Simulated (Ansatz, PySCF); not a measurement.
Gas-phase reaction (SMILES): CB(C)Cl [chloro(dimethyl)borane] + N (NH3) → CB(C)N [[amino(methyl)boranyl]methane] + Cl (HCl); ammonia cleaves one B-Cl bond, a model of a ligand-exchange step.

Geometries: B3LYP-D3(BJ)/def2-TZVP minima from Ansatz (a program for electronic structure), one conformer each, not searched for the lowest. Correlated levels leave the core frozen unless marked. Spin-orbit coupling is left out. Non-relativistic. Basis-set limits of correlation are two-point, X^-3; Hartree-Fock from the larger set. [CCSD(T)-MP2]/basis is that difference in the basis named. Thermal terms are rigid-rotor harmonic-oscillator values from B3LYP-D3(BJ) frequencies (Ansatz or PySCF) at 298.15 K and 1 atm. 1 Eh = 627.5095 kcal/mol.

```csv
species,"E, RI-MP2/CBS(aug-cc-pV(T+d)Z,aug-cc-pV(Q+d)Z)+[CCSD(T)-MP2]/aug-cc-pV(T+d)Z (Ansatz) (Eh)","E, B3LYP-D3(BJ)/def2-TZVPD (Ansatz + dftd3) (Eh)",H - E (Eh)
CB(C)Cl,-564.34833,-565.02254,0.08494
N (NH3),-56.50756,-56.58902,0.03799
CB(C)N,-160.48757,-160.78487,0.11171
Cl (HCl),-460.37874,-460.83744,0.01000
```

Work out ΔE and ΔH at 298.15 K at the first level, then ΔH at the second.


1. ΔE = [(-160.48757) + (-460.37874)] - [(-564.34833) + (-56.50756)] = -0.01042 Eh = -6.5 kcal/mol at RI-MP2/CBS(aug-cc-pV(T+d)Z,aug-cc-pV(Q+d)Z)+[CCSD(T)-MP2]/aug-cc-pV(T+d)Z.
2. The terms H - E add up to -0.00122 Eh, so ΔH = (-0.01042 + (-0.00122))×627.5095 = -7.3 kcal/mol.
3. At B3LYP-D3(BJ)/def2-TZVPD the same steps give ΔE = -6.7 and ΔH = -7.5 kcal/mol, a shift of -0.2 from the first level.
4. These values are not checked against measurement here, since the tables used lack a sound gas-phase enthalpy of formation for at least one species.
